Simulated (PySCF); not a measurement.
Several structures and their simulated spectra, in scrambled order.

A. SMILES C/C=C(\[SiH3])C1CC(=O)C1
B. `CC(=O)O[SiH2][SiH2]O[SiH3]`
C. SMILES C=CO/C=C/C(=C)[SiH2]C
D. SMILES C1=C[Si@]2(CC1)CCOC2

Spectrum 1. ¹³C{¹H} NMR (computed): δ 157.5 (CH), 154.7 (CH), 145.6 (C), 133.8 (CH2), 123.6 (CH), 97.2 (CH2), -9.8 (CH3).

Spectrum 2. ¹³C{¹H} NMR (computed): δ 210.0 (C), 147.5 (CH), 141.5 (C), 53.8 (CH2), 32.4 (CH), 22.8 (CH3).

Spectrum 3. ¹³C{¹H} NMR (computed): δ 165.2 (CH), 132.5 (CH), 73.0 (CH2), 61.6 (CH2), 36.8 (CH2), 18.7 (CH2), 7.9 (CH2).

Spectrum 4. ¹³C{¹H} NMR (computed): δ 179.5 (C), 24.0 (CH3).

PySCF 2.14.0 with density-fitted response routines calculation with NMR shieldings at PBE0/pcSseg-1/GIAO and structure optimised with GFN2-xTB; gas phase, relativity neglected, rapidly exchanging positions averaged, a single conformation.

Shifts are taken against calculated references (same method and geometry level): TMS for ¹³C. Shifts are as computed. Against solution values, carbons near 30 ppm lie about +3 ppm off and those near 130 ppm about +5 ppm. Of 1309 compounds with measured shifts, 239 miss one by over three times the rms of a fit or turn the order of signals round; such compounds aren't used in these exercises.

Task: Which spectrum belongs to which compound?

Result: 1–C, 2–A, 3–D, 4–B.

- Spectrum 1 (C): 7 ¹³C signals; δC 157.5 is an alkene carbon bearing oxygen; δC 154.7 is an alkene carbon bearing oxygen.
- Spectrum 2 (A): 6 ¹³C signals; δC 210.0 is a ketone carbonyl carbon; δC 147.5 is an alkene CH.
- Spectrum 3 (D): 7 ¹³C signals; δC 132.5 is an alkene CH; δC 73.0 is an sp3 CH2 bonded to O.
- Spectrum 4 (B): 2 ¹³C signals; δC 24.0 is a methyl carbon α to a carbonyl; δC 179.5 is a carbonyl carbon.
